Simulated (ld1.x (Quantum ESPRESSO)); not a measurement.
**What the settings do to the TM potential of O**

Base potential:

| Property | Result |
| --- | --- |
| Element | oxygen |
| Generator | ld1.x (Quantum ESPRESSO) 7.5 |
| Type | norm-conserving Troullier–Martins (Kleinman–Bylander form) |
| Functional | LDA (PZ) |
| Relativity | scalar-relativistic |
| Frozen core | [He] |
| Valence charge | 6 |
| Reference configuration | 2s2 2p4 |
| Partial waves | 2p (bound): rc 0.95 bohr; 2s (bound): rc 0.75 bohr |
| Local potential | the s channel |
| Core correction | Bessel-smoothed model core inside 0.35 bohr |

All-electron outer shells of the reference configuration (LDA (PZ), scalar-relativistic, ld1.x):

```csv
shell,level (eV),outermost node (bohr),outermost maximum (bohr)
1s,-510.89,–,0.13
2s,-23.75,0.28,0.88
2p,-9.20,–,0.82
```

Cutoffs, loose and tight: the cutoffs (Ry, on a coarse ladder) from which the occupation-weighted sum of valence levels, in a spherical-Bessel basis at the reference potential, stays within 10 and 1 mRy of its value at 400 Ry. They do not see the model core or the augmentation charge, which bear on the density cutoff. Test errors are all-electron minus pseudo excitation energies from the reference, over the configurations 2s2 2p3; 2s2 2p2; 2s2 2p1; 2s1 2p4; 2s0 2p6; 2s1 2p5; 2s2 2p4.3 (two spin-polarised tests are not counted in the largest error). A dash means not determined; rows that change the core or the reference have their own tests.

| change | outcome | cutoff, loose | cutoff, tight | bound ghosts | largest test error (meV) |
| --- | --- | --- | --- | --- | --- |
| base | generated | 140 Ry | 230 Ry | none | +63 |
| all radii but the core radius scaled by about 0.75 (s 0.56, p 0.72 bohr) | generated | 230 Ry | over 300 Ry | none | +39 |
| all radii but the core radius scaled by about 0.88 (s 0.66, p 0.84 bohr) | generated | 160 Ry | 300 Ry | none | +27 |
| all radii but the core radius scaled by about 1.15 (s 0.86, p 1.10 bohr) | generated | 110 Ry | 180 Ry | none | +180 |
| all radii but the core radius scaled by about 1.25 (s 0.94, p 1.18 bohr) | generated | 90 Ry | 160 Ry | none | +292 |
| all radii but the core radius scaled by about 1.39 (s 1.04, p 1.32 bohr) | generated | 80 Ry | 140 Ry | none | +494 |

(1) What comes out with this change to the base: all radii but the core radius scaled by about 1.33 (s 1.00, p 1.26 bohr)?

(2) What comes out with this change to the base: all radii but the core radius scaled by about 1.09 (s 0.82, p 1.04 bohr)?

(3) What comes out with this change to the base: all radii but the core radius scaled by about 0.82 (s 0.62, p 0.78 bohr)?

## Answers

(1) outcome: generated; cutoff, loose: 90 Ry; cutoff, tight: 160 Ry; bound ghosts: none; largest test error (meV): +382.

(2) outcome: generated; cutoff, loose: 110 Ry; cutoff, tight: 200 Ry; bound ghosts: none; largest test error (meV): +129.

(3) outcome: generated; cutoff, loose: 180 Ry; cutoff, tight: over 300 Ry; bound ghosts: none; largest test error (meV): +28.

Reading the sweep of the scale of all radii but the core radius (base = 1) (base included, trends over the rows without a ghost): The loose cutoff falls from 230 Ry at 0.75 to 80 Ry at 1.39. A larger radius leaves more room for a smooth pseudo-wave, so fewer plane waves are needed; a smaller one forces it to follow the all-electron wave where it bends sharply. The median size of the test errors (rows with all tests solved) is not monotonic: lowest 6.2 meV at 0.88, highest 18.5 meV at 1.39.
